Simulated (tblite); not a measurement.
Record of a relaxation.

Compound: C6H11PSi.
Bonds: C1–Si2, Si2–P3, P3–C4, C4–C5 (double), C5–C6, C6–C7, C7–C8 (double), P3–C8. Hydrogens: H9, H10, H11 on C1; H12, H13 on Si2; H14 on C4; H15 on C5; H16, H17 on C6; H18 on C7; H19 on C8.

Computed with GFN2-xTB (tblite), gas phase: L-BFGS steps from a force-field or distance-geometry start until the largest atomic force falls under 0.01 eV/Å. 4 of its 162 geometries are shown.

Step 0: E = -615.5248 eV, largest atomic force 2.600 eV/Å
```
atom  x, y, z in Å  |  force x, y, z in eV/Å
C1      3.081    0.851   -0.647    1.608   0.877  -0.037
Si2     2.172   -0.757   -0.567    0.055  -1.036   1.178
P3      0.018   -0.595   -0.814   -1.446   0.258  -0.750
C4     -0.919   -1.592    0.428    0.369   1.077  -0.127
C5     -2.124   -1.124    0.768    1.208  -1.063  -0.019
C6     -2.729    0.091    0.207   -2.278   0.691   1.046
C7     -1.839    1.233   -0.058    1.130   1.183  -0.476
C8     -0.583    1.144   -0.509   -0.252  -1.686   0.559
H9      2.565    1.641   -1.198    0.057  -0.116   0.374
H10     3.397    1.199    0.366   -0.392  -0.053  -0.948
H11     4.017    0.649   -1.222   -0.549   0.339   0.509
H12     2.401   -1.441    0.732    0.174   0.103  -0.140
H13     2.716   -1.645   -1.587   -0.114  -0.154  -0.253
H14    -0.497   -2.504    0.860   -0.032   0.472  -0.353
H15    -2.683   -1.689    1.493   -0.336   0.018   0.114
H16    -3.470    0.459    0.990    0.448  -0.330  -0.762
H17    -3.363   -0.165   -0.671    0.436   0.130   0.152
H18    -2.212    2.248    0.132   -0.160  -0.511  -0.026
H19     0.041    2.004   -0.693    0.074  -0.199  -0.040
```

Step 54: E = -616.2094 eV, largest atomic force 0.129 eV/Å
```
atom  x, y, z in Å  |  force x, y, z in eV/Å
C1      2.918    0.867   -0.685    0.043  -0.035  -0.009
Si2     2.035   -0.792   -0.417    0.024   0.013   0.004
P3     -0.066   -0.618   -1.191   -0.018   0.024   0.043
C4     -0.888   -1.556    0.112   -0.046  -0.052  -0.015
C5     -2.005   -1.140    0.692   -0.041   0.002  -0.007
C6     -2.679    0.150    0.328   -0.031   0.036   0.035
C7     -1.671    1.231    0.067   -0.035   0.015  -0.062
C8     -0.519    1.013   -0.552    0.011   0.015   0.003
H9      2.535    1.385   -1.559   -0.005   0.022   0.004
H10     2.822    1.524    0.175   -0.022   0.020  -0.029
H11     3.973    0.687   -0.850    0.115   0.057   0.017
H12     2.137   -1.193    0.992    0.002   0.025   0.054
H13     2.691   -1.832   -1.218   -0.039  -0.044  -0.042
H14    -0.424   -2.495    0.380   -0.020  -0.056  -0.004
H15    -2.470   -1.720    1.479    0.017  -0.003  -0.004
H16    -3.353    0.467    1.124   -0.042  -0.024   0.091
H17    -3.299   -0.006   -0.565    0.080   0.012  -0.043
H18    -1.926    2.221    0.426    0.027  -0.033   0.008
H19     0.183    1.816   -0.728   -0.019   0.006  -0.043
```

Step 107: E = -616.2482 eV, largest atomic force 0.027 eV/Å
```
atom  x, y, z in Å  |  force x, y, z in eV/Å
C1      3.054    0.820   -0.788    0.003   0.016  -0.002
Si2     1.995   -0.677   -0.296    0.001  -0.014   0.012
P3     -0.039   -0.503   -1.244    0.006   0.016  -0.005
C4     -0.919   -1.579   -0.096   -0.001   0.001  -0.020
C5     -2.008   -1.220    0.571    0.009  -0.002   0.006
C6     -2.662    0.126    0.479   -0.006  -0.012   0.001
C7     -1.704    1.228    0.143    0.005  -0.011   0.016
C8     -0.581    1.070   -0.545    0.006   0.014   0.003
H9      3.043    0.975   -1.864   -0.009   0.003   0.023
H10     2.703    1.732   -0.314    0.008  -0.011  -0.023
H11     4.085    0.668   -0.485   -0.001   0.006  -0.012
H12     1.978   -0.795    1.171   -0.001   0.011   0.000
H13     2.566   -1.911   -0.853    0.008  -0.014   0.003
H14    -0.511   -2.577    0.000   -0.004   0.002   0.011
H15    -2.478   -1.923    1.247   -0.026   0.006  -0.005
H16    -3.159    0.355    1.426   -0.014  -0.005  -0.006
H17    -3.446    0.092   -0.290   -0.014  -0.011   0.011
H18    -1.980    2.209    0.512    0.020  -0.007  -0.001
H19     0.052    1.919   -0.768    0.011   0.012  -0.012
```

Step 161: E = -616.2547 eV, largest atomic force 0.010 eV/Å
```
atom  x, y, z in Å  |  force x, y, z in eV/Å
C1      3.123    0.762   -0.896   -0.004  -0.002  -0.001
Si2     1.992   -0.588   -0.182    0.004   0.004   0.004
P3     -0.001   -0.417   -1.216    0.006   0.002   0.008
C4     -0.920   -1.567   -0.176   -0.003   0.001  -0.002
C5     -2.031   -1.258    0.479   -0.002  -0.004  -0.008
C6     -2.682    0.092    0.485    0.002   0.000   0.004
C7     -1.728    1.216    0.219   -0.003   0.004  -0.006
C8     -0.592    1.110   -0.458    0.001   0.002   0.000
H9      3.067    0.788   -1.981    0.003  -0.006   0.006
H10     2.850    1.746   -0.527   -0.002   0.003  -0.005
H11     4.157    0.583   -0.620   -0.006  -0.003  -0.001
H12     1.944   -0.464    1.283   -0.001   0.001  -0.005
H13     2.503   -1.925   -0.512    0.003  -0.001  -0.007
H14    -0.522   -2.574   -0.144    0.003   0.004  -0.001
H15    -2.533   -2.014    1.071    0.000   0.003   0.007
H16    -3.168    0.253    1.452   -0.008  -0.002   0.000
H17    -3.479    0.111   -0.272    0.005  -0.002   0.000
H18    -2.019    2.175    0.629   -0.005   0.001   0.005
H19     0.030    1.980   -0.627    0.006  -0.004   0.002
```

**Question.** Summarise the path.

**Answer.** The energy falls by 0.7299 eV from step 0 to step 161; nine tenths of that is first reached at step 43. It rises by more than 0.2 meV at step 52. The largest force goes from 2.600 to 0.010 eV/Å. Among the bonds Si2–P3 changes most, from 2.174 to 2.252 Å; the atoms move by 0.705 Å rms after alignment.

The cost below is that of the whole relaxation. On one thread, Arm Neoverse V1 (aarch64), shared host, this took 1.4 s.
